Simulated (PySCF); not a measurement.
**Working out the ionisation energy of Fe**

Fe [Ar] 3d6 4s2 (5D) → Fe⁺ [Ar] 3d6 4s1 (6D). Computed with PySCF 2.14 in def2-TZVP, with the non-relativistic Hamiltonian (point nucleus). Frozen: [Ar]. Energies in hartree (1 hartree = 27.21139 eV):

| part | Fe (lower) | Fe⁺ (upper) |
| --- | --- | --- |
| UHF | -1262.427471 | -1262.193370 |
| MP2 opposite-spin | -0.075379 | -0.044904 |
| MP2 same-spin | -0.068626 | -0.067642 |

Q: What does Hartree-Fock give?

A: (-1262.193370) − (-1262.427471) = 0.234101 hartree = 6.370 eV.

Q: What do MP2 and SCS-MP2 (6/5 opposite-spin, 1/3 same-spin) give?

A: The opposite-spin parts differ by 0.829 eV and the same-spin parts by 0.027 eV. MP2: 6.370 + (0.829) + (0.027) = 7.226 eV. SCS-MP2: 6.370 + 1.2 × (0.829) + (0.027)/3 = 7.374 eV.

Measured between the centres of the two terms (NIST): 7.904 eV, so MP2 (valence) is off by -0.678 eV.

The calculation is non-relativistic.

What remains against the reference includes basis incompleteness, the frozen core and correlation beyond second order.
